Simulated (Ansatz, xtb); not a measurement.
# C2H9NSi3: which of two isomers lies lower

Structure I: `C#C[Si@@H]([SiH3])[SiH2]N`, a singlet. Structure II: `C#C[Si@@H](N)[SiH2][SiH3]`, a singlet. Both are isolated molecules in the gas phase, relaxed with PBE0-D3(BJ)/def2-SVP; each stands in its lowest conformer found.

Quicker runs give these differences E(II) − E(I): GFN2-xTB +0.2 kcal/mol; HF/STO-3G −1.6 kcal/mol (at GFN2-xTB geometries); r2SCAN-D4/def2-SVP −2.3 kcal/mol (at GFN2-xTB geometries).

Problem. Which of the two would you expect CCSD(T)/def2-SVP + ΔMP2/def2-TZVPP electronic energies to favour?

Solution. Structure II; the calculation gives E(II) − E(I) = −2.5 kcal/mol.

Level by level:

```json
{"level": "GFN2-xTB", "geometry": "GFN2-xTB", "E(II) − E(I) (kcal/mol)": "+0.2", "departure from the last row (kcal/mol)": "+2.7", "job, with rough time for the two": "optimisation, 0.36 s"}
{"level": "HF/STO-3G", "geometry": "GFN2-xTB", "E(II) − E(I) (kcal/mol)": "−1.6", "departure from the last row (kcal/mol)": "+0.9", "job, with rough time for the two": "single point, 0.66 s"}
{"level": "r2SCAN-D4/def2-SVP", "geometry": "GFN2-xTB", "E(II) − E(I) (kcal/mol)": "−2.3", "departure from the last row (kcal/mol)": "+0.2", "job, with rough time for the two": "single point, 3.9 s"}
{"level": "PBE0-D3(BJ)/def2-SVP", "geometry": "PBE0-D3(BJ)/def2-SVP", "E(II) − E(I) (kcal/mol)": "−2.9", "departure from the last row (kcal/mol)": "−0.4", "job, with rough time for the two": "optimisation, 98 s"}
{"level": "HF/def2-SVP", "geometry": "PBE0-D3(BJ)/def2-SVP", "E(II) − E(I) (kcal/mol)": "−2.8", "departure from the last row (kcal/mol)": "−0.3", "job, with rough time for the two": "part of the CCSD(T) run"}
{"level": "MP2/def2-SVP", "geometry": "PBE0-D3(BJ)/def2-SVP", "E(II) − E(I) (kcal/mol)": "−3.1", "departure from the last row (kcal/mol)": "−0.6", "job, with rough time for the two": "part of the CCSD(T) run"}
{"level": "CCSD(T)/def2-SVP", "geometry": "PBE0-D3(BJ)/def2-SVP", "E(II) − E(I) (kcal/mol)": "−3.0", "departure from the last row (kcal/mol)": "−0.5", "job, with rough time for the two": "single point"}
{"level": "CCSD(T)/def2-SVP + ΔMP2/def2-TZVPP", "geometry": "PBE0-D3(BJ)/def2-SVP", "E(II) − E(I) (kcal/mol)": "−2.5", "departure from the last row (kcal/mol)": "", "job, with rough time for the two": "single point, 61 s"}
```

As drawn, both hold the same kinds of bond in the same numbers.

GFN2-xTB finds them nearly level. The largest departure from CCSD(T)/def2-SVP + ΔMP2/def2-TZVPP is that of GFN2-xTB, 2.7 kcal/mol. The last row adds to CCSD(T) the change of the MP2 difference between the two basis sets, here +0.5 kcal/mol.

With thermal terms from frequencies at re-optimised GFN2-xTB minima (ideal gas, soft modes damped towards free rotors, one conformer each, 298.15 K, 1 atm): on the last row, ΔE + ΔZPE = −2.5, ΔH = −2.6, ΔG = −2.3 kcal/mol.

The correlated steps freeze 18 core orbitals. Programs: Ansatz 0.2.0, xtb 6.7.1; the last row on 2 threads of Intel(R) Xeon(R) Platinum 8375C CPU @ 2.90GHz (Ice Lake) on a shared host.
